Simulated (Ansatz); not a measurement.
Ideal-gas functions of BFGeH₄, SMILES `[BH2][GeH2][F]` at 298.15 K and 1 bar, from an Ansatz frequency run at PBE0-D4/def2-TZVP.

Molar mass 106.45 g/mol, point group Cs (symmetry number 1), electronic degeneracy 1, moments of inertia 34.659, 82.923, 111.212 u Å². Harmonic wavenumbers (cm⁻¹, unscaled): 167, 173, 345, 561, 610, 668, 684, 795, 851, 914, 1158, 2138, 2140, 2604, 2705.

Use S(trans) = R[1.5 ln M + 2.5 ln T − 1.1517]; rotational temperatures θ = 24.2544 K / I; S(rot) = R[ln(√π/σ · √(T³/θAθBθC)) + 1.5]; for each mode x = 1.438777 ν̃/T, S = R[x/(eˣ − 1) − ln(1 − e⁻ˣ)] and H = RT x/(eˣ − 1); 1 cm⁻¹ = 0.0119627 kJ/mol; R = 8.31446 J/(mol·K).

Question: By hand: the entropy, in J/(mol·K).

Answer: Translation 167.1. Rotation: θ = 0.6998, 0.2925, 0.2181 K, giving 101.2. Vibration, mode by mode: 10.33, 10.05, 4.97, 2.18, 1.81, 1.45, 1.36, 0.88, 0.71, 0.55, 0.21, 0.00, 0.00, 0.00, 0.00, in all 34.5. Electronic 0.0. Sum 302.8 J/(mol·K).

Question: By hand: H − E and G − E in kJ/mol, counted from the electronic energy.

Answer: Zero-point energy ½ × 16513 × 0.0119627 = 98.8; thermal vibration 6.3; translation, rotation and pV give 4 RT = 9.9. H − E = 115.0 kJ/mol, and G − E = 115.0 − 298.15 × 302.8/1000 = 24.7 kJ/mol.

Vibration gives 11 % of the entropy.
